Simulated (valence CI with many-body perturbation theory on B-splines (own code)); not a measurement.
**As XI: E2, M1 decay**

Calculated by relativistic CI+MBPT: five valence electrons over a frozen Dirac-Fock core [Ar], a basis of 7 s, 7 p, 8 d, 6 f, 4 g, 1 h functions for each j, with the one-electron correlation potential Σ1, the two-electron term Σ2, the three-electron term Σ3, Breit, model QED; selected CI, second order for the rest, scaled by the run's own slope (own B-spline code, finite nucleus).

No measured spectrum was set against this ion. As an estimate, terms of the open shell hold to 2 to 4 % of their energy, and close levels can change places. Only levels of the ground parity were solved; by the run's estimate the other parity begins above the list, which can be wrong where configurations are misplaced.

Lines 51 to 100 of 120 in falling wavelength, among levels below 222840 cm⁻¹, chosen from the decays that carry over 1 % of a level's rate. Wavelengths and rates use the calculated energies, so an error of 2000 cm⁻¹ moves a line at 3959 Å by 7.9 % and its rate by three times that or more. Electric multipoles are in the length gauge, E1 and E2 with the static RPA response of the core. Weak lines are less certain than strong ones. Lines between different terms over intervals too small for the method are left out, as are lines whose strength nearly cancels. Branching is blank where the lifetime is uncertain.

Names give the largest LS component (configuration and term), which can be under half, so a name can repeat, a term be missing and a line seem to break the LS rules; names also repeat where a configuration has a term twice. Letters in brackets count levels of one name in rising energy.

```
λ vac (Å)           Upper        Lower  Type   A (s⁻¹)  Branch %
     3959  3d5 2F_7/2 [a]   3d5 4D_7/2    M1  1.12e+00       4.2
     3881      3d5 4F_5/2   3d5 4D_5/2    M1  4.57e+00      21.6
     3821  3d5 2G_9/2 [a]  3d5 2I_11/2    M1  4.96e+00      23.3
     3814  3d5 2D_5/2 [a]   3d5 4P_3/2    M1  6.03e+00       7.0
     3719      3d5 4F_9/2   3d5 4D_7/2    M1  7.08e+00      33.9
     3693     3d5 2I_11/2   3d5 4G_9/2    M1  7.94e-01          
     3655  3d5 2D_5/2 [a]   3d5 4P_5/2    M1  4.23e+01      49.2
     3630     3d5 2I_11/2  3d5 4G_11/2    M1  2.69e+00          
     3613  3d5 2D_3/2 [a]   3d5 4P_1/2    M1  4.74e+00      14.0
     3561      3d5 4F_3/2   3d5 4D_3/2    M1  1.30e+01      37.1
     3553      3d5 4F_3/2   3d5 4D_5/2    M1  3.53e+00      10.1
     3530      3d5 4F_5/2   3d5 4D_7/2    M1  4.17e-01       2.0
     3511     3d5 2I_13/2  3d5 4G_11/2    M1  1.21e-01      92.6
     3453      3d5 4F_3/2   3d5 4D_1/2    M1  7.38e+00      21.1
     3441  3d5 2D_3/2 [a]   3d5 4P_3/2    M1  1.84e+01      54.3
     3409      3d5 4F_7/2   3d5 4D_7/2    M1  1.61e+01      27.8
     3311  3d5 2D_3/2 [a]   3d5 4P_5/2    M1  4.28e+00      12.6
     3144  3d5 2F_5/2 [a]   3d5 4D_3/2    M1  4.85e+00       5.4
     3139  3d5 2F_5/2 [a]   3d5 4D_5/2    M1  1.33e+01      15.0
     3067  3d5 2D_5/2 [a]   3d5 4G_7/2    M1  1.75e+01      20.3
     3024  3d5 2D_5/2 [a]   3d5 4G_5/2    M1  1.57e+01      18.3
     3023  3d5 2F_7/2 [a]   3d5 4P_5/2    M1  3.61e-01       1.4
     3020      3d5 2H_9/2   3d5 4D_7/2    M1  2.03e+00       5.4
     2905  3d5 2F_5/2 [a]   3d5 4D_7/2    M1  1.44e+00       1.6
     2902  3d5 2G_7/2 [a]   3d5 4D_5/2    M1  5.35e-01       7.5
     2785  3d5 2D_3/2 [a]   3d5 4G_5/2    M1  5.60e+00      16.5
     2766      3d5 4F_5/2   3d5 4P_5/2    M1  1.89e+00       8.9
     2701  3d5 2G_7/2 [a]   3d5 4D_7/2    M1  8.59e-02       1.2
     2622  3d5 2F_7/2 [a]   3d5 4G_9/2    M1  2.16e+01      80.7
     2610  3d5 2F_7/2 [a]   3d5 4G_7/2    M1  4.85e-01       1.8
     2579  3d5 2F_7/2 [a]   3d5 4G_5/2    M1  4.34e-01       1.6
     2514      3d5 4F_9/2   3d5 4G_9/2    M1  2.02e+00       9.7
     2503      3d5 4F_9/2   3d5 4G_7/2    M1  2.11e+00      10.1
     2485      3d5 4F_9/2  3d5 4G_11/2    M1  8.90e+00      42.7
     2485      3d5 4F_9/2  3d5 4G_11/2    E2  4.94e-01       2.4
     2477  3d5 2G_9/2 [a]   3d5 4D_7/2    M1  2.45e+00      11.5
     2416      3d5 4F_5/2   3d5 4G_7/2    M1  9.91e+00      46.9
     2416      3d5 4F_5/2   3d5 4G_7/2    E2  3.15e-01       1.5
     2400  3d5 2F_5/2 [b]   3d5 4D_3/2    M1  3.66e-01       1.8
     2389      3d5 4F_5/2   3d5 4G_5/2    M1  4.36e-01       2.1
     2389      3d5 4F_5/2   3d5 4G_5/2    E2  2.29e-01       1.1
     2369      3d5 4F_7/2   3d5 4G_9/2    M1  2.08e+01      36.0
     2367  3d5 2F_5/2 [a]   3d5 4P_5/2    M1  3.06e+00       3.4
     2359      3d5 4F_7/2   3d5 4G_7/2    M1  1.41e+01      24.3
     2333      3d5 4F_7/2   3d5 4G_5/2    M1  1.36e+00       2.3
     2261      3d5 4F_3/2   3d5 4G_5/2    M1  7.47e+00      21.3
     2261      3d5 4F_3/2   3d5 4G_5/2    E2  5.63e-01       1.6
     2258  3d5 2F_5/2 [b]   3d5 4D_7/2    M1  4.25e+00      20.4
     2230  3d5 2G_7/2 [a]   3d5 4P_5/2    M1  9.92e-02       1.4
     2174      3d5 2H_9/2   3d5 4G_9/2    M1  1.69e+01      44.9
```
